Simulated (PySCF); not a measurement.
PySCF input (PBE/aug-cc-pV(T+d)Z):

```python
import numpy as np, basis_set_exchange as bse
from pyscf import gto, scf, dft, df, tdscf

basis = {'F': gto.basis.parse(bse.get_basis('aug-cc-pV(T+d)Z', elements=['F'], fmt='nwchem')), 'H': gto.basis.parse(bse.get_basis('aug-cc-pV(T+d)Z', elements=['H'], fmt='nwchem')), 'Si': gto.basis.parse(bse.get_basis('aug-cc-pV(T+d)Z', elements=['Si'], fmt='nwchem'))}
mol = gto.M(
    atom='''
    Si   -0.24675166   -0.31480560    0.45207189
    H    -0.98134586   -1.21116338   -0.55911929
    F     0.49287435    0.62427130   -0.64109857
    ''',
    basis=basis,
    charge=0,
    verbose=4,
    max_memory=2160,
)
mf = dft.RKS(mol, xc='pbe')
mf.grids.level = 3
mf = mf.density_fit(auxbasis=df.autoaux(mol))
mf.conv_tol = 1e-9
mf.max_cycle = 100
print('smallest overlap eigenvalue', np.linalg.eigvalsh(mol.intor('int1e_ovlp'))[0])
mf.kernel()
dip = mf.dip_moment()
td = tdscf.TDA(mf)
td.nstates = 4
td.kernel()
td.analyze()
osc = td.oscillator_strength()
```

Output:

```
PySCF version 2.14.0

[INPUT] verbose = 4
[INPUT] num. atoms = 3
[INPUT] num. electrons = 24
[INPUT] charge = 0
[INPUT] spin (= nelec alpha-beta = 2S) = 0
[INPUT] symmetry False subgroup None
[INPUT] Mole.unit = angstrom
[INPUT] Symbol           X                Y                Z      unit          X                Y                Z       unit  Magmom
[INPUT]  1 Si    -0.246751660000  -0.314805600000   0.452071890000 AA   -0.466293058182  -0.594896366479   0.854292060715 Bohr   0.0
[INPUT]  2 H     -0.981345860000  -1.211163380000  -0.559119290000 AA   -1.854474908876  -2.288767080303  -1.056582329061 Bohr   0.0
[INPUT]  3 F      0.492874350000   0.624271300000  -0.641098570000 AA    0.931397535323   1.179701784426  -1.211500716150 Bohr   0.0

nuclear repulsion = 48.0005053078677
number of shells = 22
number of NR pGTOs = 163
number of NR cGTOs = 124
basis = {'F': [[0, [19500.0, 0.000507, 0.0, -0.000117, 0.0], [2923.0, 0.003923, 0.0, -0.000912, 0.0], [664.5, 0.0202, 0.0, -0.004717, 0.0], [187.5, 0.07901, 0.0, -0.019086, 0.0], [60.62, 0.230439, 0.0, -0.059655, 0.0], [21.42, 0.432872, 0.0, -0.14001, 0.0], [7.95, 0.349964, 0.0, -0.176782, 0.0], [2.257, 0.043233, 1.0, 0.171625, 0.0], [0.8815, -0.007892, 0.0, 0.605043, 0.0], [0.3041, 0.002384, 0.0, 0.369512, 1.0]], [0, [0.09158, 1.0]], [1, [43.88, 0.0, 0.016665, 0.0], [9.926, 0.0, 0.104472, 0.0], [2.93, 0.0, 0.31726, 0.0], [0.9132, 1.0, 0.487343, 0.0], [0.2672, 0.0, 0.334604, 1.0]], [1, [0.07361, 1.0]], [2, [3.107, 1.0, 0.0], [0.855, 0.0, 1.0]], [2, [0.292, 1.0]], [3, [1.917, 1.0]], [3, [0.724, 1.0]]], 'H': [[0, [33.87, 0.0, 0.006068, 0.0], [5.095, 0.0, 0.045308, 0.0], [1.159, 0.0, 0.202822, 0.0], [0.3258, 1.0, 0.503903, 0.0], [0.1027, 0.0, 0.383421, 1.0]], [0, [0.02526, 1.0]], [1, [1.407, 1.0, 0.0], [0.388, 0.0, 1.0]], [1, [0.102, 1.0]], [2, [1.057, 1.0]], [2, [0.247, 1.0]]], 'Si': [[0, [254900.0, 6.25101e-05, -1.6637e-05, 0.0, 4.26257e-06, 0.0], [38190.0, 0.000485553, -0.00012931, 0.0, 3.31062e-05, 0.0], [8690.0, 0.00254516, -0.000678828, 0.0, 0.000174015, 0.0], [2462.0, 0.0105866, -0.00284117, 0.0, 0.000727574, 0.0], [804.8, 0.0368787, -0.0100551, 0.0, 0.00258333, 0.0], [291.3, 0.107479, -0.0305774, 0.0, 0.00786354, 0.0], [113.6, 0.247936, -0.0777256, 0.0, 0.0202155, 0.0], [46.75, 0.390927, -0.154236, 0.0, 0.040732, 0.0], [19.82, 0.302026, -0.180368, 0.0, 0.0499358, 0.0], [7.708, 0.0559236, 0.0798218, 0.0, -0.0249396, 0.0], [3.34, -0.00402406, 0.547441, 0.0, -0.19035, 0.0], [1.402, 0.0025803, 0.480119, 0.0, -0.31835, 0.0], [0.4387, -0.00103821, 0.0474846, 1.0, 0.0948036, 0.0], [0.207, 0.00060793, -0.0106996, 0.0, 0.68118, 0.0], [0.07944, -0.000154022, 0.00219871, 0.0, 0.395672, 1.0]], [0, [0.033, 1.0]], [1, [481.5, 0.00192045, 0.0, -0.00040522, 0.0], [113.9, 0.0153552, 0.0, -0.00335896, 0.0], [36.23, 0.0713991, 0.0, -0.015286, 0.0], [13.34, 0.213052, 0.0, -0.0489218, 0.0], [5.252, 0.390354, 0.0, -0.0855008, 0.0], [2.12, 0.393721, 0.0, -0.112137, 0.0], [0.8561, 0.132565, 1.0, 0.0618274, 0.0], [0.2528, 0.0039563, 0.0, 0.551919, 0.0], [0.07889, 0.000331624, 0.0, 0.523492, 1.0]], [1, [0.0237, 1.0]], [2, [2.303, 1.0, 0.0, 0.0], [0.476, 0.0, 1.0, 0.0], [0.16, 0.0, 0.0, 1.0]], [2, [0.0551, 1.0]], [3, [0.336, 1.0]], [3, [0.125, 1.0]]]}
ecp = {}
ETB for F: l = 0, exps = 0.14722 * 1.8^n , n = 0..15
ETB for F: l = 1, exps = 0.14722 * 1.8^n , n = 0..12
ETB for F: l = 2, exps = 0.14722 * 1.8^n , n = 0..12
ETB for F: l = 3, exps = 0.36561 * 2.2^n , n = 0..6
ETB for F: l = 4, exps = 0.584 * 2.2^n , n = 0..3
ETB for Si: l = 0, exps = 0.0474 * 1.8^n , n = 0..19
ETB for Si: l = 1, exps = 0.0474 * 1.8^n , n = 0..16
ETB for Si: l = 2, exps = 0.0474 * 1.8^n , n = 0..15
ETB for Si: l = 3, exps = 0.07880000000000001 * 2.2^n , n = 0..9
ETB for Si: l = 4, exps = 0.1102 * 2.2^n , n = 0..5
ETB for H: l = 0, exps = 0.05052 * 1.8^n , n = 0..12
ETB for H: l = 1, exps = 0.12725999999999998 * 2^n , n = 0..5
ETB for H: l = 2, exps = 0.204 * 2.2^n , n = 0..4
ETB for H: l = 3, exps = 0.349 * 2.2^n , n = 0..3
smallest overlap eigenvalue 0.0003225061061147873

******** <class 'pyscf.df.df_jk.DFRKS'> ********
method = DFRKS
initial guess = minao
damping factor = 0
level_shift factor = 0
DIIS = <class 'pyscf.scf.diis.CDIIS'>
diis_start_cycle = 1
diis_space = 8
diis_damp = 0
SCF conv_tol = 1e-09
SCF conv_tol_grad = None
SCF max_cycles = 100
direct_scf = False
XC library pyscf.dft.libxc version 7.1.2
    S. Lehtola, C. Steigemann, M. J. T. Oliveira, and M. A. L. Marques,  SoftwareX 7, 1–5 (2018)
XC functionals = pbe
    J. P. Perdew, K. Burke, and M. Ernzerhof,  Phys. Rev. Lett. 77, 3865 (1996)
    J. P. Perdew, K. Burke, and M. Ernzerhof,  Phys. Rev. Lett. 78, 1396 (1997)
    J. P. Perdew, K. Burke, and M. Ernzerhof,  Phys. Rev. Lett. 77, 3865 (1996)
    J. P. Perdew, K. Burke, and M. Ernzerhof,  Phys. Rev. Lett. 78, 1396 (1997)
radial grids:
    Treutler-Ahlrichs [JCP 102, 346 (1995); DOI:10.1063/1.469408] (M4) radial grids

becke partition: Becke, JCP 88, 2547 (1988); DOI:10.1063/1.454033
pruning grids: <function nwchem_prune>
grids dens level: 3
symmetrized grids: False
atomic radii adjust function: <function treutler_atomic_radii_adjust>
small_rho_cutoff = 0
Set gradient conv threshold to 3.16228e-05
Initial guess from minao.
tot grids = 43256
init E= -389.725222517403
  HOMO = -0.229998286416947  LUMO = -0.125647209332218  gap/eV = 2.83954
cycle= 1 E= -389.682012503118  delta_E= 0.0432  |g|= 0.596  |ddm|= 2.72
  HOMO = -0.180587690505249  LUMO = -0.122074344811621  gap/eV = 1.59223
cycle= 2 E= -389.130957647973  delta_E= 0.551  |g|= 1.89  |ddm|= 2.12
  HOMO = -0.211027492559174  LUMO = -0.131713195909439  gap/eV = 2.15825
cycle= 3 E= -389.738663621001  delta_E= -0.608  |g|= 0.0737  |ddm|= 1.62
  HOMO = -0.217480719049671  LUMO = -0.131481416709461  gap/eV = 2.34016
cycle= 4 E= -389.73981663956  delta_E= -0.00115  |g|= 0.0476  |ddm|= 0.226
  HOMO = -0.218117676348401  LUMO = -0.133250902832287  gap/eV = 2.30934
cycle= 5 E= -389.740408793158  delta_E= -0.000592  |g|= 0.0123  |ddm|= 0.0881
  HOMO = -0.217174213809002  LUMO = -0.132568822008592  gap/eV = 2.30223
cycle= 6 E= -389.740440362777  delta_E= -3.16e-05  |g|= 0.00231  |ddm|= 0.0168
  HOMO = -0.217238955516802  LUMO = -0.132582960486081  gap/eV = 2.30361
cycle= 7 E= -389.740441385533  delta_E= -1.02e-06  |g|= 0.000177  |ddm|= 0.00238
  HOMO = -0.217263020477441  LUMO = -0.132601098585512  gap/eV = 2.30377
cycle= 8 E= -389.740441392214  delta_E= -6.68e-09  |g|= 3.1e-05  |ddm|= 0.000285
  HOMO = -0.217259276975703  LUMO = -0.132597941575295  gap/eV = 2.30375
cycle= 9 E= -389.740441392518  delta_E= -3.04e-10  |g|= 4.8e-06  |ddm|= 7.14e-05
  HOMO = -0.217258851873737  LUMO = -0.132597568203279  gap/eV = 2.30375
Extra cycle  E= -389.740441392518  delta_E= -4.55e-13  |g|= 4.39e-06  |ddm|= 1.92e-05
converged SCF energy = -389.740441392518
Dipole moment(X, Y, Z, Debye): -0.48775, -0.61429,  0.43209

******** <class 'pyscf.tdscf.rks.TDA'> for <class 'pyscf.df.df_jk.DFRKS'> ********
nstates = 4 singlet
deg_eia_thresh = 1.000e-03
wfnsym = None
conv_tol = 1e-05
eigh lindep = 1e-12
eigh level_shift = 0
eigh max_cycle = 100
chkfile = tmpfubo4954

Excitation energies (eV)
[2.95368993 5.16643206 5.78362512 6.60957141]

** Singlet excitation energies and oscillator strengths **
Excited State   1:      2.95369 eV    419.76 nm  f=0.0298
      12 -> 13       -0.69492
Excited State   2:      5.16643 eV    239.98 nm  f=0.0609
      12 -> 14        0.68623
Excited State   3:      5.78363 eV    214.37 nm  f=0.1304
      12 -> 15        0.69762
Excited State   4:      6.60957 eV    187.58 nm  f=0.0392
      12 -> 16       -0.64394
      12 -> 18        0.26663

** Transition electric dipole moments (AU) **
state          X           Y           Z        Dip. S.      Osc.
  1        -0.5004      0.4022      0.0070      0.4122      0.0298
  2         0.4302      0.5367     -0.0909      0.4814      0.0609
  3         0.3112      0.3728      0.8272      0.9201      0.1304
  4        -0.1201     -0.1415     -0.4558      0.2422      0.0392

** Transition velocity dipole moments (imaginary part, AU) **
state          X           Y           Z        Dip. S.      Osc.
  1         0.0474     -0.0381     -0.0007      0.0037      0.0227
  2         0.0247      0.0313     -0.0346      0.0028      0.0098
  3         0.0557      0.0665      0.1662      0.0352      0.1103
  4        -0.0104     -0.0113     -0.1002      0.0103      0.0282

** Transition magnetic dipole moments (imaginary part, AU) **
state          X           Y           Z
  1         0.6920      0.8725     -0.6676
  2         0.9867     -0.7931     -0.0137
  3         0.1762     -0.1417     -0.0025
  4        -0.1315      0.1057      0.0019
```
